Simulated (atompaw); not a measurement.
**What one change does to a pseudopotential (lanthanum, PAW (atompaw))**

La (Z = 57), PAW, made with atompaw 4.2.0.5 (PBE, non-relativistic). Core [Kr] 4d10 5s2, reference 4f0 5p6 5d1 6s0.5 6p0 (charge +1.5). Waves: 6s (bound); 6s channel at 3.35 Ry; 5p (bound); 6p (bound, empty); 5d (bound); 5d channel at -0.3 Ry; 4f (bound, empty); 4f channel at 0.5 Ry. Local part: troulliermartins scheme with l = 4 at 1 Ry, radius 2.80 bohr. Core correction: smooth core density matched at 2.85 bohr. Augmentation charge: besselshape compensation charge, radius 2.55 bohr; PAW radius 3.00 bohr; waves and projectors: bloechl.

All-electron outer shells of the reference configuration (PBE, non-relativistic, ld1.x):

```
shell  level (eV)  outermost node (bohr)  outermost maximum (bohr)
   4d     -116.63                   0.32                      0.67
   5s      -44.80                   0.81                      1.47
   5p      -31.18                   0.84                      1.60
   4f      -16.70                      –                      0.72
   5d      -12.04                   0.94                      2.11
   6s      -10.39                   1.92                      3.65
   6p       -7.58                   2.18                      4.35
```

Change: scalar-relativistic.

Cutoffs: the cutoffs (Ry, on a coarse ladder) from which the occupation-weighted sum of valence levels, in a spherical-Bessel basis at the reference potential, stays within 10 and 1 mRy of its value at 400 Ry; they do not see the model core or the augmentation charge, which bear on the density cutoff.

What does the change do?

The potential gets softer (18 Ry and 30 Ry → 15 Ry and 30 Ry); both files keep a bound ghost (s).

```tsv
quantity	base	changed
cutoff, loose	18 Ry	15 Ry
cutoff, tight	30 Ry	30 Ry
loose cutoff by channel (10 mRy a level)	s 6 Ry, p 12 Ry, d 12 Ry	s 6 Ry, p 15 Ry, d 12 Ry
bound ghosts	s	s
s: phases at 3.00 bohr within 0.05 rad from the reference energy up to (Ry; the scan ends near 5)	-0.1	n/a
p: phases at 3.00 bohr within 0.05 rad from the reference energy up to (Ry; the scan ends near 5)	3.5	3.6
d: phases at 3.00 bohr within 0.05 rad from the reference energy up to (Ry; the scan ends near 5)	0.4	0.4
f: phases at 3.00 bohr within 0.05 rad from the reference energy up to (Ry; the scan ends near 5)	3.2	3.3
lowest overlap eigenvalue by channel	s 0.68, p 0.64, d 0.02, f 1.00	s 0.61, p 0.65, d 0.01, f 1.00
```

Changed file: The cutoffs count occupied waves only; the empty 4f level needs 25 Ry at the loose tolerance. A true bound ghost makes a file unfit for plane-wave use even where its test errors are small: the radial tests pick states by their node count and pass the ghost by. The cutoffs see the waves, projectors and local potential, not the compensation charge or the core.
